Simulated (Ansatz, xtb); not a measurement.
# Two isomers of C3H9NO2Si

We compare X, `N[Si](O)(O)C1CC1`, a singlet, with Y, `N[SiH]1OCCCO1`, a singlet. Both are isolated molecules in the gas phase, relaxed with B3LYP/def2-SVP, each in the lowest conformer that the search found.

**Question.** Estimate E(Y) − E(X) at the level CCSD(T)/def2-SVP + ΔMP2/def2-TZVPP.

**Answer.** Calculated at CCSD(T)/def2-SVP + ΔMP2/def2-TZVPP: E(Y) − E(X) = +8.8 kcal/mol, so structure X lies lower.

Level by level:

| level | geometry | E(Y) − E(X) (kcal/mol) | departure from the last row (kcal/mol) | job, with rough time for the two |
| --- | --- | --- | --- | --- |
| GFN2-xTB | GFN2-xTB | −25.2 | −34.0 | optimisation, 0.26 s |
| HF/STO-3G | GFN2-xTB | −32.8 | −41.5 | single point, 0.44 s |
| r2SCAN-D4/def2-SVP | GFN2-xTB | +4.5 | −4.3 | single point, 4.9 s |
| B3LYP/def2-SVP | B3LYP/def2-SVP | +0.9 | −7.8 | optimisation, 2.5 min |
| HF/def2-SVP | B3LYP/def2-SVP | +1.1 | −7.7 | part of the CCSD(T) run |
| MP2/def2-SVP | B3LYP/def2-SVP | +7.2 | −1.6 | part of the CCSD(T) run |
| CCSD(T)/def2-SVP | B3LYP/def2-SVP | +3.1 | −5.6 | single point |
| CCSD(T)/def2-SVP + ΔMP2/def2-TZVPP | B3LYP/def2-SVP | +8.8 |  | single point, 1.7 min |

As drawn, Y has 2 C–O, 1 Si–H, 1 C–H in place of 1 C–Si, 1 C–C, 2 O–H. Structure X has a 3-membered ring, Y a 6-membered ring.

GFN2-xTB, HF/STO-3G put the two in the other order. The largest departure from CCSD(T)/def2-SVP + ΔMP2/def2-TZVPP is that of HF/STO-3G, 41.5 kcal/mol. The last row adds to CCSD(T) the change of the MP2 difference between the two basis sets, here +5.6 kcal/mol, a large step that makes the value less sure.

With thermal terms from frequencies at re-optimised GFN2-xTB minima (ideal gas, soft modes damped towards free rotors, one conformer each, 298.15 K, 1 atm): on the last row, ΔE + ΔZPE = +9.8, ΔH = +8.7, ΔG = +10.7 kcal/mol.

The correlated steps freeze 11 core orbitals. Run with Ansatz 0.2.0, xtb 6.7.1; the last row on 4 threads of Arm Neoverse V1 on a shared host.
